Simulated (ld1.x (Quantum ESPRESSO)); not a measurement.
# PBE TM dataset for silicon (Si), scalar-relativistic all-electron reference.

Input for ld1.x (Quantum ESPRESSO) 7.5:

```
&input
   title='Si', zed=14., rel=1, dft='PBE', iswitch=3,
   config='[Ne] 3s2 3p2 3d-2',
   nld=3, rlderiv=2.20, eminld=-3.0, emaxld=5.0, deld=0.02
 /
 &inputp
   pseudotype=2, tm=.true., lloc=1,
   nlcc=.false.,
   file_pseudopw='Si.UPF', file_wfcaegen='ae.wfc', file_wfcncgen='nc.wfc', file_beta='beta', file_chi='chi'
 /
3
3S  1  0   2.00   0.00  1.95  1.95  0.0
3D  3  2  -2.00  -0.15  2.00  2.00  0.0
3P  2  1   2.00   0.00  1.85  1.85  0.0
 &test
   configts(1)='3s2 3p2'
 /
```

Command:

```bash
ld1.x < Si.in > Si.out
```

The program printed (shortened: banner, matrices, multipoles, cross overlaps and the repeated all-electron block are left out):

```
Program LD1 v.7.5
     --------------------------- All-electron run ----------------------------

     Si
     scalar relativistic calculation

     atomic number is 14.00
     dft =PBE   lsd =0 sic =0 latt =0  beta=0.20 tr2=1.0E-14
     Exchange-correlation= PBE
                           (   1   4   3   4   0   0   0)
     mesh =1141 r(mesh) = 100.57892 a.u. xmin = -7.00 dx = 0.01250
     1 Ry =  13.60569312 eV, c = 137.03599908

     n l     nl                  e(Ry)          e(Ha)          e(eV)
     1 0     1S 1( 2.00)      -131.2640       -65.6320     -1785.9374
     2 0     2S 1( 2.00)       -10.2531        -5.1266      -139.5006
     2 1     2P 1( 6.00)        -7.0235        -3.5117       -95.5594
     3 0     3S 1( 2.00)        -0.7947        -0.3974       -10.8128
     3 1     3P 1( 2.00)        -0.3000        -0.1500        -4.0812

     final scf error:  5.1E-15 reached in  24 iterations

     Etot =    -579.674871 Ry,    -289.837435 Ha,   -7886.878406 eV

     Ekin =     581.106155 Ry,     290.553077 Ha,    7906.352011 eV
     Encl =   -1383.798685 Ry,    -691.899343 Ha,  -18827.540255 eV
     Eh   =     264.316384 Ry,     132.158192 Ha,    3596.207606 eV
     Exc  =     -41.298724 Ry,     -20.649362 Ha,    -561.897768 eV

     normalization and overlap integrals

     s(1S/1S) =  1.000000  <r> =   0.1113  <r2> =    0.0167  r(max) =   0.0723
     s(2S/2S) =  1.000000  <r> =   0.5680  <r2> =    0.3856  r(max) =   0.4543
     s(2P/2P) =  1.000000  <r> =   0.5376  <r2> =    0.3649  r(max) =   0.3861
     s(3S/3S) =  1.000000  <r> =   2.1632  <r2> =    5.4537  r(max) =   1.7967
     s(3P/3P) =  1.000000  <r> =   2.7953  <r2> =    9.4191  r(max) =   2.1672

     ------------------------ End of All-electron run ------------------------

     --------------------- Generating NC pseudopotential ---------------------

      Generating local pot.: lloc=1, matching radius rcloc =   1.8500

      Wfc   3S  rcut= 1.937  Using Troullier-Martins method

      Wfc   3D  rcut= 1.986  Using Troullier-Martins method

     ------------------- End of pseudopotential generation -------------------

     Computing logarithmic derivative in   2.20828
     Computing logarithmic derivative in   2.20828
     Computing the partial wave expansion
     R is outside the sphere for l=    0 j= 0.00
       no projector for channel:   1
     R is outside the sphere for l=    2 j= 0.00

     ---------------------- Testing the pseudopotential ----------------------

     Si
     scalar relativistic calculation

     atomic number is 14.00   valence charge is  4.00
     dft =PBE   lsd =0 sic =0 latt =0  beta=0.20 tr2=1.0E-14
     mesh =1141 r(mesh) = 100.57892 xmin = -7.00 dx = 0.01250

     n l     nl             e AE (Ry)        e PS (Ry)    De AE-PS (Ry)
     1 0     3S   1( 2.00)       -0.79473       -0.79473        0.00000
     2 1     3P   1( 2.00)       -0.29996       -0.29996       -0.00000

     eps = 4.3E-15  iter =  8

     Etot =    -579.674871 Ry,    -289.837435 Ha,   -7886.878406 eV
     Etotps =    -7.484244 Ry,      -3.742122 Ha,    -101.828323 eV

     Ekin =       2.539409 Ry,       1.269704 Ha,      34.550414 eV
     Encl =     -14.220792 Ry,      -7.110396 Ha,    -193.483738 eV
     Ehrt =       5.868229 Ry,       2.934115 Ha,      79.841327 eV
     Ecxc =      -1.969226 Ry,      -0.984613 Ha,     -26.792683 eV
     Epseu=       0.298137 Ry,       0.149068 Ha,       4.056356 eV

     ---------------------- End of pseudopotential test ----------------------
```

Generation and configuration tests took about 1.6 s on one core of a shared server CPU.
